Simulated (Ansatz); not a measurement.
Two members of one family (Same ligands, another metal), computed with Ansatz in the gas phase; def2 core potentials for Ce, Y, no spin–orbit coupling. The two geometries come from different levels. HOMO and LUMO are taken over both spins. With an open 4f shell the SCF may have ended above the lowest state. The structures are stationary points that may keep the symmetry of their start.

First: YCl3 (singlet, charge 0, PBE-D4/def2-SVP geometry).

```tsv
atom	x (Å)	y (Å)	z (Å)
Y1	0.0017	-0.0021	0.0014
Cl2	-1.8754	-1.3617	0.7774
Cl3	1.0176	-0.4498	-2.1768
Cl4	0.8561	1.8136	1.3980
```

```json
{"level": "PBE-D4/def2-SVP", "HOMO (eV)": "-7.62", "LUMO (eV)": "-3.66", "gap (eV)": "3.96"}
{"level": "PBE-D4/def2-TZVP", "HOMO (eV)": "-7.74", "LUMO (eV)": "-3.69", "gap (eV)": "4.05"}
{"level": "r2SCANh-D4/def2-TZVP", "HOMO (eV)": "-8.61", "LUMO (eV)": "-3.08", "gap (eV)": "5.53"}
{"level": "PBE0-D4/def2-SVP", "HOMO (eV)": "-9.04", "LUMO (eV)": "-2.93", "gap (eV)": "6.11"}
{"level": "LC-ωPBE/def2-TZVP", "HOMO (eV)": "-11.92", "LUMO (eV)": "-0.85", "gap (eV)": "11.07"}
```

Metal–donor distances: 3 × Cl 2.44 Å.

Second: CeCl3 (doublet, charge 0, r2SCAN-D4/def2-SVP geometry).

Cartesian coordinates in Å:
```
Ce -0.045 0.176 0.497
Cl 1.050 -2.104 0.653
Cl 1.397 1.867 -0.721
Cl -2.402 0.062 -0.428
```

Q: What does the change do? Estimate second minus first.

A: 
| level | Δ HOMO (eV) | Δ LUMO (eV) | Δ gap (eV) |
| --- | --- | --- | --- |
| PBE-D4/def2-SVP | 2.94 | -0.47 | -3.41 |
| PBE-D4/def2-TZVP | 2.83 | -0.67 | -3.50 |
| r2SCANh-D4/def2-TZVP | 2.30 | -0.05 | -2.35 |
| PBE0-D4/def2-SVP | 1.26 | 0.45 | -0.81 |
| LC-ωPBE/def2-TZVP | 0.83 | 0.12 | -0.71 |

Metal–donor distances: 3 × Cl 2.53 Å.
